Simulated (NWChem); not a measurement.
# SrF₂; SMILES [F][Sr][F]

```xyz
3

Sr     0.0000     0.0000     0.2901
F      1.9215     0.0000    -0.6125
F     -1.9215     0.0000    -0.6125
```
Atoms are numbered in this order, from 1.

Results from NWChem. All runs use the structure optimised with PBE0/def2-SVP. No frequency run checked for a minimum. def2 effective core potentials on Sr; no spin-orbit coupling.

For level TPSSh/def2-SVP:

| Property | Result |
|---|---|
| highest occupied level (eV) | -7.08 |
| orbital gap (eV) | 5.07 |

How do the values read with level B3LYP/def2-SVP instead?

The highest occupied level (eV) is -7.83 and the orbital gap (eV) is 5.71.
